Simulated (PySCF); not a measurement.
**Which determinant of TcSe lies lowest?**

Unrestricted PBE0; PySCF, spin-free X2C with a Gaussian nucleus, basis sets Tc x2c-TZVPPall, Se x2c-TZVPPall. Outer shells of the fragments: Tc 4d5 5s2; Se 3d10 4s2 4p4.

Followed along the bond (rough minima from three points):

| 2Ms+1 | unpaired | ⟨S²⟩ at the start | R at minimum (Å) | Te (eV) |
| --- | --- | --- | --- | --- |
| 6 | σ ↑, π ↑↑, δ ↑↑ | 8.80 | 2.25 | 0.00 |
| 4 | σ ↑, π ↑↓, δ ↑↑ | 4.79 | 2.27 | 0.91 |
| 4 | π ↑, δ ↑↑ | 4.33 | 2.24 | 0.93 |
| 4 | σ ↑, π ↑, δ ↑ | 4.29 | 2.25 | 1.08 |
| 4 | σ ↑, δ ↑↑ | 4.35 | 2.34 | 1.37 |
| 6 | σ ↑↑, π ↑, δ ↑↑ | 9.40 | 2.43 | 1.39 |

Solutions found at the starting distance of 2.355 Å, counted from the lowest of them; the search is not exhaustive and high or unbound solutions are not listed, so other states can lie among these:

```tsv
2Ms+1	unpaired	term	E (eV)	⟨S²⟩	⟨Lz²⟩	μ (D)
6	σ ↑, π ↑↑, δ ↑↑	⁶Σ⁺	0.00	8.80	0.00	-5.10
4	σ ↑, π ↑↓, δ ↑↑	mixed	0.84	4.79	2.02	-4.35
4	π ↑, δ ↑↑	mixed	0.91	4.33	2.46	-3.80
4	σ ↑, π ↑, δ ↑	mixed	1.06	4.29	5.03	-4.05
4	σ ↑, δ ↑↑	mixed	1.26	4.35	2.02	-3.93
6	σ ↑↑, π ↑, δ ↑↑	mixed	1.31	9.40	1.03	-0.49
2	σ ↑, π ↓↓, δ ↑↑	mixed	1.43	2.78	0.00	-4.18
6	π ↑↑↑, δ ↑↑	mixed	1.68	8.77	1.68	-3.24
2	σ ↑, π ↓, δ ↑	mixed	1.69	2.09	3.95	-3.86
2	σ ↑, π ↓, δ ↑	mixed	1.78	2.09	5.29	-3.99
```

A term symbol is given only where ⟨S²⟩ and ⟨Lz²⟩ are close to those of a pure state; real π, δ and φ orbitals otherwise mix terms. A positive dipole means Tc(−)Se(+).

Spin–orbit coupling is left out. The state is the lowest single determinant that the PBE0 search found; with open d or f shells the true ground state can be another one.
